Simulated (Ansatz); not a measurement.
CH$_{5}$NSSi (`SC1N[SiH2]1`), relaxed with RKS PBE-D4/def2-SVP in the Gaussian-basis code of Ansatz from a rough embedded geometry. The force threshold is 0.03 eV/Å; the program also tests the step.

Charge 0, multiplicity 1.

Start:

```xyz
9

S     0.100    1.814   -0.618
C    -0.053    0.544    0.489
N     0.712   -0.581    0.127
Si   -0.849   -1.030   -0.079
H     1.242    2.384   -0.126
H    -0.136    0.775    1.556
H     1.162   -0.497   -0.790
H    -0.971   -1.334   -1.513
H    -1.206   -2.074    0.955
```

| step | energy (eV) | largest force (eV/Å) | largest move (Å) |
| --- | --- | --- | --- |
| 1 | -21299.5793 | 4.908 | 0.000 |
| 2 | -21300.3572 | 2.292 | 0.192 |
| 3 | -21300.4909 | 1.025 | 0.200 |
| 4 | -21300.5707 | 0.798 | 0.157 |
| 5 (rejected) | -21300.5597 | 0.749 | 0.200 |
| 6 | -21300.6176 | 0.311 | 0.098 |
| 7 | -21300.6207 | 0.106 | 0.051 |
| 8 | -21300.6219 | 0.070 | 0.022 |
| 9 | -21300.6223 | 0.013 | 0.007 |

End:

```xyz
9

S    -0.084    1.866   -0.674
C     0.000    0.477    0.492
N     0.888   -0.673    0.223
Si   -0.781   -1.121   -0.101
H     1.102    2.446   -0.313
H    -0.026    0.804    1.549
H     1.619   -0.539   -0.485
H    -1.343   -1.105   -1.488
H    -1.376   -2.154    0.798
```

Hardware: 2 threads of an Arm Neoverse V1 on a shared host. Wall time 17 s, peak host memory 0.15 GiB.
